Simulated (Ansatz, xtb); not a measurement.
# Relative energy of two isomers of C5H4N2

Structure I: `N#Cc1cc[nH]c1`, a singlet. Structure II: `N#Cc1ccc[nH]1`, a singlet. Both are isolated molecules in the gas phase, relaxed with r2SCAN-D4/def2-SVP.

Energies in hartree; the thermal terms are from GFN2-xTB frequencies at re-optimised GFN2-xTB minima (ideal gas, soft modes damped towards free rotors, one conformer each, 298.15 K, 1 atm) and include the zero-point energy:

```
                              I           II
E, CCSD(T)/def2-SVP  −301.354341  −301.351571
    E, MP2/def2-SVP  −301.285211  −301.283114
  E, MP2/def2-TZVPP  −301.826972  −301.825351
  zero-point energy     0.079445     0.079417
       H(298 K) − E     0.086065     0.086042
       G(298 K) − E     0.050040     0.050003
```

Question: Correct the CCSD(T) difference for the basis set by the MP2 change, then work out ΔE, ΔE₀, ΔH and ΔG for I → II in kJ/mol (1 Eh = 2625.50 kJ/mol) and the equilibrium ratio [II]/[I].

Answer: 1. Differences II − I: CCSD(T) +0.002770, MP2 in the small set +0.002097, MP2 in the large set +0.001621 Eh.
2. ΔE = +0.002770 + (+0.001621 − (+0.002097)) = +0.002294 Eh = +6.02 kJ/mol.
3. ΔE₀ = ΔE + ΔZPE = +0.002294 + (−0.000028) Eh = +5.95 kJ/mol.
4. ΔH = ΔE + (−0.000023) Eh = +5.96 kJ/mol.
5. ΔG = ΔE + (−0.000037) Eh = +5.93 kJ/mol, so ΔS = (ΔH − ΔG)/T = +0.1 J/(mol K).
6. kT = 0.9442 mEh, so K = [II]/[I] = exp(−ΔG/kT) = exp(−2.39) ≈ 0.092.

Structure I is favoured at this temperature. An error of 4 kJ/mol in ΔG would change K by a factor of 5. Mirror images and further conformers aren't counted.

As drawn, both hold the same kinds of bond in the same numbers.

Other levels gave ΔE = +0.5 (GFN2-xTB); +7.6 (HF/STO-3G, GFN2-xTB geometries); +1.7 (r2SCAN-D4/def2-SVP//GFN2-xTB); +1.8 (r2SCAN-D4/def2-SVP); +10.6 (HF/def2-SVP); +5.5 (MP2/def2-SVP); +7.3 (CCSD(T)/def2-SVP) kJ/mol. The correlated steps freeze 7 core orbitals. Programs: Ansatz 0.2.0, xtb 6.7.1.
